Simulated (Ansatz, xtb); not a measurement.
# F3GeHSe: which of two isomers lies lower

We compare I, `F[Se][GeH]([F])[F]`, a singlet, with II, `[F][Ge]([F])([F])[SeH]`, a singlet. Both are isolated molecules in the gas phase, relaxed with PBE0-D4/def2-SVP; the shapes shown needn't be the lowest conformers.

I (Å):

```xyz
6

F     1.7449   -1.3827    1.9028
F    -1.1391    1.1034    1.2845
F     0.8981    2.8944    1.2784
Ge    0.5740    1.2073    1.0996
Se    1.7142    0.1321    2.8377
H     0.9503    0.6938   -0.2877
```

II (Å):

```xyz
6

F    -0.4829    3.7607    1.2091
F     0.5863    2.5584    3.3860
F    -0.7058    1.0326    1.4919
Ge    0.3667    2.3528    1.6973
Se    2.3100    1.9629    0.5321
H     2.8504    3.2476    1.0094
```

Quicker runs give these differences E(II) − E(I): GFN2-xTB −0.923 eV; HF/STO-3G −1.579 eV (at GFN2-xTB geometries); r2SCAN-D4/def2-SVP −2.202 eV (at GFN2-xTB geometries).

Question: Estimate E(II) − E(I) at the level CCSD(T)/def2-SVP + ΔMP2/def2-TZVPP.

Answer: Calculated at CCSD(T)/def2-SVP + ΔMP2/def2-TZVPP: E(II) − E(I) = −2.180 eV, so structure II lies lower.

How the difference moves with the method:

```tsv
level	geometry	E(II) − E(I) (eV)	departure from the last row (eV)	job, with rough time for the two
GFN2-xTB	GFN2-xTB	−0.923	+1.258	optimisation, 0.13 s
HF/STO-3G	GFN2-xTB	−1.579	+0.601	single point, 0.64 s
r2SCAN-D4/def2-SVP	GFN2-xTB	−2.202	−0.022	single point, 4.6 s
PBE0-D4/def2-SVP	PBE0-D4/def2-SVP	−2.108	+0.072	optimisation, 42 s
HF/def2-SVP	PBE0-D4/def2-SVP	−2.275	−0.094	part of the CCSD(T) run
MP2/def2-SVP	PBE0-D4/def2-SVP	−2.422	−0.241	part of the CCSD(T) run
CCSD(T)/def2-SVP	PBE0-D4/def2-SVP	−2.285	−0.104	single point
CCSD(T)/def2-SVP + ΔMP2/def2-TZVPP	PBE0-D4/def2-SVP	−2.180		single point, 53 s
```

As drawn, II has 1 F–Ge, 1 Se–H in place of 1 F–Se, 1 Ge–H.

None of the levels shown reverses the order. The largest departure from CCSD(T)/def2-SVP + ΔMP2/def2-TZVPP is that of GFN2-xTB, 1.258 eV. A small imaginary or near-zero mode remains, so no thermal terms are given. The last row adds to CCSD(T) the change of the MP2 difference between the two basis sets, here +0.104 eV.

The correlated steps freeze 21 core orbitals; the filled d shell of Ge and Se is correlated, in a basis made for valence electrons. Programs: Ansatz 0.2.0, xtb 6.7.1; the last row on 2 threads of Arm Neoverse V1 on a shared host.
